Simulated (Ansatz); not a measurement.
Start from `C[BH][GeH3]` and change one element to get `[CH3][AlH][GeH3]`.

Ansatz, PBE0-D4/def2-TZVP geometries, multiplicity 1. 

Scalar relativity is left out up to krypton.

```
                               property  `C[BH][GeH3]`
   HOMO–LUMO gap (PBE0/def2-TZVPP) / eV           6.08
    LUMO energy (B3LYP/def2-TZVPP) / eV          -1.96
      LUMO energy (PBE/def2-TZVPP) / eV          -2.73
HOMO–LUMO gap (ωB97M-V/def2-TZVPP) / eV          10.19
     HOMO energy (PBE0/def2-TZVPP) / eV          -7.84
     LUMO energy (PBE0/def2-TZVPP) / eV          -1.76
```

Q: What does the change do to each property? (Estimate.)

A: The calculation gave: 
```tsv
property	`[CH3][AlH][GeH3]`	shift
HOMO–LUMO gap (PBE0/def2-TZVPP) / eV	5.67	-0.41
LUMO energy (B3LYP/def2-TZVPP) / eV	-1.88	0.08
LUMO energy (PBE/def2-TZVPP) / eV	-2.43	0.30
HOMO–LUMO gap (ωB97M-V/def2-TZVPP) / eV	9.29	-0.90
HOMO energy (PBE0/def2-TZVPP) / eV	-7.34	0.50
LUMO energy (PBE0/def2-TZVPP) / eV	-1.68	0.08
```

With PBE0 the HOMO rises by 0.50 eV and the LUMO rises by 0.08 eV, so the gap narrows by about 0.42 eV. PBE moves the HOMO by 0.38 eV and ωB97M-V by 0.63 eV.

B3LYP here is the variant with VWN-RPA as its local correlation; programs differ in this.
